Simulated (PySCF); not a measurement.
**How methods differ on the excitation energy of Cu**

Cu [Ar] 3d10 4s1 (2S) → Cu [Ar] 3d9 4s1 4p1 (high-spin determinant), as a difference of total energies. Calculation: PySCF 2.14, in dyall-av2z; the non-relativistic Hamiltonian (point nucleus). Correlated levels: valence: [Ar] frozen; virtual orbitals above 40 to 60 times the deepest correlated orbital energy dropped. The calculations carry no spin-orbit coupling.

```tsv
method	excitation energy (cm⁻¹)
UHF	19152
MP2 (valence)	46130
SCS-MP2 (valence)	43469
CCSD (valence)	37695
CCSD(T) (valence)	39849
```

A first-order spin-orbit estimate (lowest level to lowest level, LS coupling) adds -0.085 eV.

The determinant of the upper state mixes LS terms, which raises its energy above the lowest term, most at the Hartree-Fock and MP2 levels.
